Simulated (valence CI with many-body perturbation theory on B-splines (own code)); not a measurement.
## Gd XXXIV: electric-dipole lines

Method: configuration interaction combined with many-body perturbation theory (CI+MBPT): three valence electrons over a frozen Dirac-Fock core [Ar] 3d10, radial functions for each j: 11 s, 11 p, 10 d, 8 f, 5 g, 2 h, with the one-electron correlation potential Σ1, the two-electron term Σ2, the three-electron term Σ3, Breit, model QED; selected CI, second order for the rest, scaled by the run's own slope (own B-spline code, finite nucleus).

No measured spectrum was set against this ion. As an estimate, large intervals hold to a few tenths of a per cent, small ones and those within an open d or f shell to about a per cent.

Lines 201 to 250 of 554 in falling wavelength, among levels below 547.87 eV, chosen from the strongest by gf and those to the six lowest levels. Wavelengths and rates use the calculated energies. Electric multipoles are in the length gauge with retardation, E1 and E2 with the static RPA response of the core. Weak lines are less certain than strong ones. Lines between different terms over intervals too small for the method are left out, as are lines whose strength nearly cancels. Where a level lies close to another of its J and parity, the split of strength between their lines is uncertain. The highest levels of a list are the least certain.

Levels are named by their leading jj configuration (3d3/2^4 stands for four electrons in 3d with j = 3/2), which in mixed levels can hold well under half, so a name can repeat and another be missing. Letters in brackets count levels of one name in rising energy.

| λ vac (Å) | Upper | Lower | A (s⁻¹) | S (a.u.) with core polarisation | S without |
| --- | --- | --- | --- | --- | --- |
| 93.71 | (4s 4p3/2^2) J=3/2 | (4s^2 4p3/2) J=3/2 | 3.52e+11 | 5.72e-01 | 6.12e-01 |
| 93.67 | (4p1/2 4d3/2 4d5/2) J=1/2 | (4p1/2 4p3/2 4d3/2) J=1/2 [a] | 1.74e+11 | 1.41e-01 | 1.50e-01 |
| 93.65 | (4s 4d5/2^2) J=5/2 [a] | (4s 4p3/2 4d3/2) J=5/2 [b] | 8.24e+10 | 2.00e-01 | 2.14e-01 |
| 93.62 | (4p1/2 4p3/2 4f7/2) J=7/2 [b] | (4p1/2 4p3/2 4d5/2) J=5/2 [b] | 1.12e+11 | 3.62e-01 | 3.85e-01 |
| 93.56 | (4s 4p3/2 4d5/2) J=3/2 [b] | (4s 4p3/2^2) J=3/2 | 4.51e+11 | 7.30e-01 | 7.80e-01 |
| 93.45 | (4s 4p1/2 4f7/2) J=7/2 [a] | (4s 4p1/2 4d5/2) J=5/2 [a] | 3.48e+10 | 1.12e-01 | 1.19e-01 |
| 93.42 | (4s 4p1/2 4d5/2) J=3/2 | (4s 4p1/2 4p3/2) J=1/2 | 2.69e+11 | 4.34e-01 | 4.63e-01 |
| 93.41 | (4p1/2 4p3/2 4d5/2) J=3/2 [a] | (4p1/2 4p3/2^2) J=3/2 | 9.84e+10 | 1.58e-01 | 1.69e-01 |
| 93.39 | (4p1/2 4d3/2^2) J=3/2 | (4p1/2 4p3/2 4d3/2) J=3/2 [a] | 5.92e+10 | 9.52e-02 | 1.02e-01 |
| 93.28 | (4s 4p3/2 4f7/2) J=3/2 | (4s 4p3/2 4d5/2) J=1/2 | 1.21e+11 | 1.94e-01 | 2.06e-01 |
| 93.27 | (4p1/2 4p3/2 4f7/2) J=5/2 [a] | (4p1/2 4p3/2 4d5/2) J=5/2 [b] | 6.09e+10 | 1.46e-01 | 1.55e-01 |
| 93.24 | (4s 4d5/2^2) J=3/2 | (4s 4p3/2 4d5/2) J=5/2 [b] | 1.81e+11 | 2.89e-01 | 3.08e-01 |
| 93.24 | (4p3/2 4d5/2^2) J=5/2 | (4p3/2^2 4d5/2) J=7/2 | 1.72e+11 | 4.13e-01 | 4.41e-01 |
| 93.21 | (4p1/2 4p3/2 4f7/2) J=5/2 [b] | (4p1/2 4p3/2 4d5/2) J=3/2 [b] | 1.34e+11 | 3.22e-01 | 3.41e-01 |
| 93.17 | (4p3/2^2 4f5/2) J=3/2 | (4p3/2^2 4d3/2) J=3/2 [b] | 5.55e+10 | 8.86e-02 | 9.45e-02 |
| 93.14 | (4s 4d5/2^2) J=1/2 | (4s 4p3/2 4d5/2) J=3/2 [a] | 3.83e+11 | 3.05e-01 | 3.26e-01 |
| 93.08 | (4p3/2 4d3/2 4d5/2) J=7/2 [c] | (4p3/2^2 4d3/2) J=5/2 | 8.01e+10 | 2.55e-01 | 2.72e-01 |
| 93.08 | (4s 4p3/2 4d5/2) J=1/2 | (4s 4p3/2^2) J=1/2 | 2.68e+11 | 2.13e-01 | 2.27e-01 |
| 93.06 | (4p3/2^2 4f7/2) J=11/2 | (4s 4d5/2^2) J=9/2 | 4.89e+10 | 2.33e-01 | 2.48e-01 |
| 93.03 | (4p3/2^2 4d5/2) J=1/2 | (4p3/2^3) J=3/2 | 3.84e+11 | 3.05e-01 | 3.26e-01 |
| 93.01 | (4s 4d5/2^2) J=3/2 | (4s 4p3/2 4d5/2) J=3/2 [a] | 1.73e+11 | 2.74e-01 | 2.93e-01 |
| 92.97 | (4p3/2^2 4f7/2) J=9/2 | (4s 4d3/2 4d5/2) J=7/2 [a] | 3.64e+10 | 1.44e-01 | 1.54e-01 |
| 92.97 | (4s 4d3/2 4d5/2) J=3/2 [b] | (4s 4p3/2 4d3/2) J=3/2 [b] | 1.44e+11 | 2.29e-01 | 2.44e-01 |
| 92.69 | (4s 4p3/2 4d5/2) J=5/2 [a] | (4s 4p3/2^2) J=5/2 | 2.27e+11 | 5.35e-01 | 5.71e-01 |
| 92.65 | (4p1/2 4p3/2 4f7/2) J=3/2 | (4p1/2 4p3/2 4d5/2) J=1/2 | 2.16e+11 | 3.39e-01 | 3.60e-01 |
| 92.63 | (4p1/2 4p3/2 4f7/2) J=7/2 [a] | (4p1/2 4p3/2 4d5/2) J=5/2 [a] | 5.99e+10 | 1.88e-01 | 1.99e-01 |
| 92.53 | (4p1/2^2 4f7/2) J=7/2 | (4p1/2^2 4d5/2) J=5/2 | 8.32e+10 | 2.60e-01 | 2.74e-01 |
| 92.46 | (4s 4d3/2 4d5/2) J=1/2 | (4s 4p3/2 4d3/2) J=1/2 [b] | 3.36e+11 | 2.62e-01 | 2.80e-01 |
| 92.42 | (4p1/2 4p3/2 4f7/2) J=7/2 [b] | (4p1/2 4p3/2 4d5/2) J=7/2 [b] | 4.29e+10 | 1.34e-01 | 1.42e-01 |
| 92.40 | (4p1/2 4d3/2 4d5/2) J=7/2 [b] | (4p1/2 4p3/2 4d5/2) J=7/2 [a] | 1.09e+11 | 3.38e-01 | 3.60e-01 |
| 92.27 | (4p3/2 4d3/2 4d5/2) J=1/2 [b] | (4p3/2^2 4d3/2) J=3/2 [b] | 2.14e+11 | 1.66e-01 | 1.77e-01 |
| 92.27 | (4s 4p1/2 4f7/2) J=5/2 | (4s 4p1/2 4d5/2) J=3/2 | 3.34e+11 | 7.77e-01 | 8.27e-01 |
| 92.23 | (4p3/2 4d3/2 4d5/2) J=5/2 [c] | (4p3/2^2 4d3/2) J=7/2 | 4.59e+10 | 1.07e-01 | 1.14e-01 |
| 92.18 | (4s 4p1/2 4f7/2) J=7/2 [c] | (4s 4p1/2 4d5/2) J=5/2 [b] | 2.29e+11 | 7.08e-01 | 7.51e-01 |
| 92.14 | (4s 4d3/2 4d5/2) J=5/2 [b] | (4s 4p3/2 4d3/2) J=7/2 | 3.74e+10 | 8.67e-02 | 9.26e-02 |
| 92.14 | (4s 4d5/2^2) J=9/2 | (4s 4p3/2 4d3/2) J=7/2 | 3.40e+10 | 1.31e-01 | 1.41e-01 |
| 92.10 | (4p3/2 4d5/2^2) J=9/2 | (4p3/2^2 4d5/2) J=9/2 | 1.81e+11 | 6.99e-01 | 7.44e-01 |
| 92.06 | (4s 4p1/2 4d3/2) J=1/2 | (4s 4p1/2 4p3/2) J=3/2 [a] | 6.27e+09 | 4.83e-03 | 5.15e-03 |
| 92.02 | (4p1/2 4p3/2 4f7/2) J=3/2 | (4p1/2 4p3/2 4d5/2) J=3/2 [b] | 6.80e+10 | 1.05e-01 | 1.11e-01 |
| 91.94 | (4s 4d5/2^2) J=7/2 | (4s 4p3/2 4d5/2) J=7/2 [b] | 2.56e+11 | 7.86e-01 | 8.38e-01 |
| 91.90 | (4p3/2^2 4d5/2) J=3/2 | (4p3/2^3) J=3/2 | 1.31e+11 | 2.01e-01 | 2.14e-01 |
| 91.80 | (4s 4p1/2 4d3/2) J=3/2 [b] | (4s 4p1/2 4p3/2) J=3/2 [a] | 5.18e+10 | 7.91e-02 | 8.43e-02 |
| 91.78 | (4s 4d5/2^2) J=9/2 | (4s 4p3/2 4d5/2) J=9/2 | 2.58e+11 | 9.86e-01 | 1.05e+00 |
| 91.69 | (4s 4d5/2^2) J=7/2 | (4s 4p3/2 4d5/2) J=7/2 [a] | 4.48e+10 | 1.36e-01 | 1.45e-01 |
| 91.62 | (4s 4d5/2^2) J=5/2 [a] | (4s 4p3/2 4d5/2) J=5/2 [a] | 1.61e+11 | 3.67e-01 | 3.91e-01 |
| 91.57 | (4s 4p1/2 4f7/2) J=9/2 | (4s 4p1/2 4d5/2) J=7/2 | 1.41e+11 | 5.33e-01 | 5.63e-01 |
| 91.52 | (4s 4d3/2 4d5/2) J=3/2 [a] | (4s 4p3/2 4d3/2) J=1/2 [a] | 9.73e+10 | 1.47e-01 | 1.57e-01 |
| 91.35 | (4p1/2 4p3/2 4f5/2) J=5/2 [b] | (4p1/2 4p3/2 4d3/2) J=3/2 [b] | 4.83e+10 | 1.09e-01 | 1.16e-01 |
| 91.35 | (4p1/2 4p3/2 4d5/2) J=5/2 [b] | (4p1/2 4p3/2^2) J=3/2 | 1.42e+11 | 3.20e-01 | 3.41e-01 |
| 91.33 | (4s 4p1/2 4d5/2) J=3/2 | (4s 4p1/2 4p3/2) J=3/2 [b] | 1.03e+11 | 1.55e-01 | 1.66e-01 |
